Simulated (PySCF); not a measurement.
A geometry optimisation on `[CH3][Sn]([CH3])([CH3])[CH3]` (SnMe4).

Computed with PBE0-D3(BJ)/def2-SVP geometry optimisation, gas phase, def2 core potentials past Kr (PySCF 2.14.0). Start geometry: GFN2-xTB. A driver script takes a list of jobs; this job's settings line and coordinates (Å) are shown.

Input:
```
{"job": {"xc": "PBE0", "basis": "def2-SVP", "d3": "d3bj", "grid": 1, "maxiter": 40, "kind": "geom"}, "charge": 0, "multiplicity": 1}
Sn     0.000160     0.000310     0.000200
C     -0.001090    -0.015540     2.194810
H     -1.014220     0.055430     2.572980
H      0.567870     0.822720     2.579390
H      0.441110    -0.931170     2.569370
C      2.067510     0.005090    -0.731440
H      2.086900    -0.096750    -1.810280
H      2.625000    -0.817210    -0.298520
H      2.561250     0.932550    -0.465020
C     -1.033540     1.797610    -0.718940
H     -0.935450     1.887160    -1.794670
H     -0.612700     2.685510    -0.261440
H     -2.088270     1.752920    -0.473460
C     -1.031880    -1.788190    -0.744120
H     -2.016230    -1.869360    -0.298390
H     -0.470210    -2.682370    -0.499720
H     -1.146210    -1.738690    -1.820760
```

Output:
```
step   0  E = -373.63279076  max force = 0.017769
step   1  E = -373.63582851  max force = 0.002393
step   2  E = -373.63614129  max force = 0.000797
step   3  E = -373.63615800  max force = 0.000381
step   4  E = -373.63616170  max force = 0.000074
optimisation converged
```

Energies in Eh; «max force» is the largest Cartesian gradient component in Eh/bohr.

Give the first gradient maximum in eV/Å.

With 1 Eh/bohr = 51.422 eV/Å, 0.914 eV/Å.

How much energy does the optimisation release, in eV?

E(step 0) − E(last step) = 0.003371 Eh, which is 0.092 eV.

In short: final energy -373.63616 Eh after 4 steps; dipole 0.00 D.

Give the final coordinates.

0.036 Å rms from the input after alignment:
```
atom  x, y, z in Å
Sn1   -0.0018    0.0002    0.0001
C2     0.0002   -0.0158    2.1568
H3    -1.0275    0.0528    2.5423
H4     0.5768    0.8362    2.5455
H5     0.4532   -0.9448    2.5328
C6     2.0317    0.0044   -0.7179
H7     2.0517   -0.0925   -1.8132
H8     2.5936   -0.8348   -0.2826
H9     2.5346    0.9425   -0.4410
C10   -1.0162    1.7679   -0.7063
H11   -0.9219    1.8528   -1.7988
H12   -0.5817    2.6678   -0.2471
H13   -2.0847    1.7257   -0.4499
C14   -1.0169   -1.7564   -0.7325
H15   -2.0184   -1.8354   -0.2851
H16   -0.4475   -2.6619   -0.4770
H17   -1.1251   -1.7086   -1.8259
```

Rough CPU time on one thread of a shared machine: about 40 s.
Labels such as C1 count atoms from 1, the log's own numbers from 0.
